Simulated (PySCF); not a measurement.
Stepwise substitution at one centre (Sn C2H5-SH). All species are isolated molecules in the gas phase. One relaxed conformer stands for each flexible species; it need not be the lowest. Strings in code marks are SMILES.

Level of theory: PySCF with PBE-D3(BJ)/def2-TZVP // B3LYP-D3(BJ)/def2-SVP. Excitations are Tamm–Dancoff values on a coarser integration grid. The basis has no diffuse functions, so Rydberg states are missing or too high.

```tsv
species	S1–T1 gap (TDA) (eV)	S1 excitation (TDA) (eV)	LUMO (eV)	HOMO–LUMO gap (eV)	S1 oscillator strength
0 of 4 C2H5 replaced by SH	–	5.75	-0.25	5.61	0.021
2 of 4 C2H5 replaced by SH (`C[CH2][Sn]([SH])([SH])[CH2]C`)	0.48	4.43	-1.59	4.15	0.049
3 of 4 C2H5 replaced by SH (`C[CH2][Sn]([SH])([SH])[SH]`)	0.38	3.87	-2.44	3.66	0.024
4 of 4 C2H5 replaced by SH (`[SH][Sn]([SH])([SH])[SH]`)	0.32	3.41	-3.21	3.25	0.011
```
